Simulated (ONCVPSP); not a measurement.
What the settings do to the ONCV potential of Hf (Z = 72)

Base potential:

Hf (Z = 72), optimised norm-conserving Vanderbilt (ONCV), made with ONCVPSP 4.0.1 (PBE, scalar-relativistic). Core [Xe] 4f14, reference 5d2 6s2. Waves: 6s: rc 2.25 bohr, ncon 3, nbas 6, qcut 3.2 1/bohr, 2 projectors, debl 1.5 Ha; p scattering state at 0.08 Ha: rc 2.80 bohr, ncon 5, nbas 8, qcut 2.8 1/bohr, 1 projector; 5d: rc 2.75 bohr, ncon 3, nbas 7, qcut 6.3 1/bohr, 2 projectors, debl 3.1 Ha. Local part: polynomial inside 1.55 bohr (lpopt 5, dvloc0 0 Ha). Core correction: none.

In the p channel the program set the typed energies aside and used 0.050 Ha.

All-electron outer shells of the reference configuration (PBE, scalar-relativistic, ld1.x):

```json
{"shell": "4f", "level (eV)": "-16.83", "outermost node (bohr)": "–", "outermost maximum (bohr)": "0.45"}
{"shell": "6s", "level (eV)": "-5.11", "outermost node (bohr)": "1.37", "outermost maximum (bohr)": "2.89"}
{"shell": "5d", "level (eV)": "-2.69", "outermost node (bohr)": "0.67", "outermost maximum (bohr)": "1.69"}
```

Cutoffs, loose and tight: the cutoffs (Ha) at which the residual kinetic energy of the hardest occupied pseudo-wave falls to 1 and 0.1 mHa per electron. They do not see the model core or the augmentation charge, which bear on the density cutoff. Test errors are all-electron minus pseudo excitation energies from the reference, over the configurations 5d2 6s1; 5d2 6s0; 5d1 6s0; 5d2 6s1 6p1. A dash means not determined; rows that change the core or the reference have their own tests. The largest error is taken over the tests solved by every variant that gives reliable tests at all: 5d2 6s0; 5d2 6s1; 5d2 6s1 6p1.

A true bound ghost makes a file unfit for plane-wave use even where its test errors are small: the radial tests pick states by their node count and pass the ghost by.

| change | outcome | cutoff, loose | cutoff, tight | bound ghosts | GHOST(+) flags above zero | largest test error (meV) |
| --- | --- | --- | --- | --- | --- | --- |
| base | generated, projector energies reset by the program | 11 Ha | 17 Ha | s, p | none | +143 |
| s: qcut 2.1; p: qcut 1.9; d: qcut 4.2 | generated, projector energies reset by the program | 7.5 Ha | 13 Ha | s, p | none | +143 |
| s: qcut 2.3; p: qcut 2; d: qcut 4.5 | generated, projector energies reset by the program | 8.1 Ha | 17 Ha | s, p | none | +145 |
| s: qcut 2.6; p: qcut 2.3; d: qcut 5.1 | generated, projector energies reset by the program | 9.0 Ha | 18 Ha | s, p | none | +146 |
| s: qcut 3; p: qcut 2.6; d: qcut 5.8 | generated, projector energies reset by the program | 10 Ha | 18 Ha | s, p | none | +144 |
| d: qcut 6.2 | generated, projector energies reset by the program | 11 Ha | 17 Ha | s, p | none | +143 |
| s: qcut 3.4; p: qcut 3; d: qcut 6.7 | generated, projector energies reset by the program | 11 Ha | 15 Ha | s, p | d | +143 |
| s: qcut 3.7; p: qcut 3.3; d: qcut 7.3 | generated, projector energies reset by the program | 11 Ha | 14 Ha | s, p | none | +142 |
| s: qcut 4.1; p: qcut 3.6; d: qcut 8.1 | failed: ERROR pspot: first pseudo wave function has node, program will stop | – | – | – | – | – |
| s: qcut 4.4; p: qcut 3.9; d: qcut 8.7 | failed: ERROR pspot: first pseudo wave function has node, program will stop | – | – | – | – | – |
| s: qcut 4.6; p: qcut 4; d: qcut 9 | failed: ERROR pspot: first pseudo wave function has node, program will stop | – | – | – | – | – |
